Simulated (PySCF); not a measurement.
Can point charges reproduce the dipole moment of `[SiH3]O[C@@H]1CCOBO1`?

Coordinates (PBE0-D3(BJ)/def2-SVP, Å) and charges (e) from the PBE0/pcSseg-1 density (PySCF):

```tsv
atom	x	y	z	Mulliken	IAO	Hirshfeld	ESP-fitted
Si1	2.595	-0.590	0.462	+0.6950	+0.8261	+0.3647	+0.5602
O2	1.511	0.515	-0.199	-0.6494	-0.6305	-0.2271	-0.6028
C3	0.248	0.187	-0.645	+0.4231	+0.2861	+0.1202	+0.8752
C4	-0.813	1.004	0.069	-0.2997	-0.2997	-0.0861	-0.5394
C5	-2.194	0.493	-0.286	+0.0658	-0.0558	+0.0148	+0.3546
O6	-2.307	-0.898	-0.054	-0.4955	-0.3950	-0.1782	-0.5688
B7	-1.208	-1.685	-0.114	+0.5126	+0.3558	+0.2141	+0.6838
O8	0.030	-1.193	-0.426	-0.5463	-0.4129	-0.1650	-0.6193
H9	2.995	-1.647	-0.511	-0.1021	-0.1373	-0.0790	-0.1038
H10	3.778	0.251	0.795	-0.1131	-0.1276	-0.0786	-0.0968
H11	2.071	-1.215	1.711	-0.1104	-0.1413	-0.0815	-0.1070
H12	0.200	0.363	-1.737	+0.1107	+0.1316	+0.0390	-0.0345
H13	-0.704	2.066	-0.196	+0.1460	+0.1582	+0.0568	+0.1129
H14	-0.635	0.912	1.154	+0.1351	+0.1474	+0.0443	+0.1837
H15	-2.965	0.997	0.314	+0.1346	+0.1567	+0.0532	+0.0402
H16	-2.426	0.695	-1.348	+0.1175	+0.1354	+0.0448	+0.0053
H17	-1.314	-2.863	0.109	-0.0238	+0.0028	-0.0562	-0.1435
```

Q: What dipole does each set of charges give (1 e·Å = 4.803 D), and what does the density give?

A: The full density gives (-0.75, 1.80, -0.38) D, 1.99 D in size; dipole vectors point from the negative to the positive end.

```json
{"scheme": "Mulliken", "μx": "-1.19", "μy": "1.55", "μz": "-0.34", "size (D)": "1.98", "share of the full size (%)": "99", "angle to the full dipole (°)": "15"}
{"scheme": "IAO", "μx": "-0.31", "μy": "1.33", "μz": "-0.10", "size (D)": "1.37", "share of the full size (%)": "69", "angle to the full dipole (°)": "12"}
{"scheme": "Hirshfeld", "μx": "-0.66", "μy": "1.12", "μz": "-0.28", "size (D)": "1.33", "share of the full size (%)": "67", "angle to the full dipole (°)": "8"}
{"scheme": "ESP-fitted", "μx": "-0.75", "μy": "1.79", "μz": "-0.36", "size (D)": "1.98", "share of the full size (%)": "99", "angle to the full dipole (°)": "0"}
```

Q: Which set comes closest?

A: Length of the difference vector: ESP-fitted 0.02 D, Mulliken 0.50 D, Hirshfeld 0.69 D, IAO 0.70 D. Closest: ESP-fitted. ESP charges are fitted to the potential around the molecule, whose slowest-falling term is the dipole's. 

Q: What is left for the Hirshfeld atoms' own dipoles?

A: The Hirshfeld atoms' densities add up to the full density, so μ = Σ q r + Σ (atomic dipoles). The atomic dipoles sum to (-0.75, 1.80, -0.38) − (-0.66, 1.12, -0.28) = (-0.09, 0.68, -0.10) D, 0.69 D in size.

Q: With the origin at the mean of the coordinates, (-0.067, -0.153, -0.053) Å, which are the largest single terms, by size, of the Hirshfeld dipole along the direction of the full one?

A: Si1 -2.63, B7 -0.97, H9 +0.92, H11 +0.83, O8 +0.72 D; all 17 atoms together +1.32 D. The single terms depend on the origin, their sum doesn't.

Q: Give the size of the full dipole in other units.

A: 1.99 D = 0.783 au = 0.414 e·Å = 6.64 × 10⁻³⁰ C·m.

Geometry: PBE0-D3(BJ)/def2-SVP, one conformer, isolated molecule.
